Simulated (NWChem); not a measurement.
Species: dimethyl diselenide (C₂H₆Se₂); SMILES C[Se][Se]C

```xyz
10

C     -1.8515    -0.9145    -1.0905
Se    -1.1381     0.2974     0.3100
Se     1.1381    -0.2974     0.3100
C      1.8515     0.9145    -1.0905
H     -2.9333    -0.7519    -1.1055
H     -1.6351    -1.9503    -0.8285
H     -1.4276    -0.6642    -2.0635
H      2.9333     0.7519    -1.1055
H      1.6351     1.9503    -0.8285
H      1.4276     0.6642    -2.0635
```
Atoms are numbered in this order, from 1.

Program: NWChem. Geometry: optimised at B3LYP/6-31G* (spherical d). Hybrids' shares of exact exchange are those that their runs print; pure functionals count as 0. The functionals differ in more than this share.

```csv
row,share of exact exchange,highest occupied level (eV)
PBE/def2-TZVP,0.00,-5.38
"LDA (Slater exchange, VWN5)/def2-TZVP",0.00,-5.53
B3LYP/def2-TZVP,0.20,-6.29
MPW1K/def2-TZVP,0.43,-7.35
Hartree-Fock/def2-TZVP,1.00,withheld
```

Q: Fit a straight line of the last column on the one before it, predict the withheld value, and compare with the run.

A: 
1. Means of the 4 shown rows: x = 0.158, y = -6.137. Slope Σ(x − x̄)(y − ȳ)/Σ(x − x̄)² = -0.5519/0.1257 = -4.391; intercept -5.446.
2. The shown rows scatter about the line by 0.057 (root mean square); the largest residual is -0.08, at LDA (Slater exchange, VWN5)/def2-TZVP.
3. At x = 1.00 (Hartree-Fock/def2-TZVP; beyond the shown range) the line gives -9.84.
4. The run gives -9.03, +0.81 from the line, 14.3 times the scatter.
